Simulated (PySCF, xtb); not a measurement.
AlBr₂, SMILES [Br][Al+][Br], charge +1.

Harmonic wavenumbers (cm⁻¹) from xtb with GFN2-xTB at its own minimum, in rising order: 164, 164, 260, 696.

Q: What does B3LYP-D3(BJ)/def2-TZVP (PySCF) give at its own minimum? (An estimate is asked for; the answer gives what the named calculation found.)

A: 112, 112, 252, 660. Paired by order, the mean absolute difference is 37 cm⁻¹ and the zero-point energies are 1.8 and 1.6 kcal/mol.
